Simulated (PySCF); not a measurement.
**How methods differ on the ionisation energy of Ga**

Ga [Ar] 3d10 4s2 4p1 (2P) → Ga⁺ [Ar] 3d10 4s2 (1S), as a difference of total energies. Calculation: PySCF 2.14, in aug-cc-pwCVDZ-PP with ECP10MDF (6s5p4d1f, 48 functions); scalar relativity through the core potential. Correlated levels: valence and next inner shell: nothing frozen outside the core potential. The calculations carry no spin-orbit coupling.

| method | ionisation energy (eV) |
| --- | --- |
| UHF | 5.525 |
| MP2 (valence and next inner shell) | 5.732 |
| SCS-MP2 (valence and next inner shell) | 5.681 |
| CCSD (valence and next inner shell) | 5.775 |
| CCSD(T) (valence and next inner shell) | 5.789 |

Question: How much does correlation contribute at CCSD(T) (valence and next inner shell)?

Answer: 5.789 − (5.525) = 0.264 eV, measured against UHF.

Errors of the correlated levels include the incompleteness of this basis.

For comparison: 5.931 eV (measured; NIST levels, between the centres of gravity of the two terms).
